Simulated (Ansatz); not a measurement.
# A barrier at the coupled-cluster level

Start structure (GaH3BrCl, closed shell), relaxed at PBE0-D4/def2-TZVP:

Ga1  (-0.786, -0.408, 0.336)
Cl2  (-1.029, 1.647, -0.379)
H3  (-1.177, -1.493, -0.708)
H4  (-0.575, -0.523, 1.874)
H5  (1.559, 1.040, -0.753)
Br6  (2.008, -0.263, -0.370)
(Å)

The step: GaH₂Cl ([Cl][GaH2]) + HBr → GaH₂Br ([GaH2][Br]) + HCl (still joined by a long Ga–Cl bond); bonds formed: Cl2–H5; dative contacts that become bonds: Ga1–Br6; bonds broken: H5–Br6; bonds weakened to dative contacts: Ga1–Cl2. Computed with Ansatz 0.2.0 (basis: def2-TZVPP and def2-QZVPP); correlated methods freeze the cores. Filled d shells of the heavier atoms are correlated. The def2 sets are not built for correlating such inner shells, so the correlated values are less sure here. Extrapolation: Hartree–Fock as exp(−7.88 √X), correlation as X^−2.97. Energies below are by CCSD(T) at an estimated basis limit (MP2 extrapolated from triple and quadruple zeta, plus CCSD(T) − MP2 in triple zeta).

(1) What are the electronic barrier and the energy of the step, from the start structure to the end structure? (To be estimated.)

T1 diagnostic: at most 0.011.

Results:

(1) Computed: Barrier 22.3 kJ/mol; step energy -9.4 kJ/mol (downhill); reverse barrier, their difference, 31.8 kJ/mol. Barrier and step energy count from the start structure, the reverse barrier from the end structure.

The saddle point: One imaginary mode of 272i cm⁻¹.
```json
{"pair": "Ga1–Br6", "start (Å)": "2.89", "saddle (Å)": "2.59", "end (Å)": "2.35"}
{"pair": "Cl2–H5", "start (Å)": "2.68", "saddle (Å)": "1.67", "end (Å)": "1.30"}
{"pair": "Ga1–Cl2", "start (Å)": "2.19", "saddle (Å)": "2.34", "end (Å)": "2.73"}
{"pair": "H5–Br6", "start (Å)": "1.43", "saddle (Å)": "1.63", "end (Å)": "2.59"}
```

Zero-point energy (harmonic, PBE0-D4): ZPE is 58.7 kJ/mol at the start and 54.5 kJ/mol at the saddle, so the barrier goes from 22.3 to 18.1 kJ/mol.

Labels in which every atom is bracketed show which atoms are joined, not bond orders.

For scale, one of the runs: CCSD(T)/def2-TZVPP, 180 basis functions, launched by `ansatz run in.yaml --threads 4 --pin off --events-out ev --progress --plain --max-ram 9574MiB`. Hardware: 4 CPU threads of an Intel Xeon, shared host. Wall time 70 s; peak host memory 1.7 GiB.
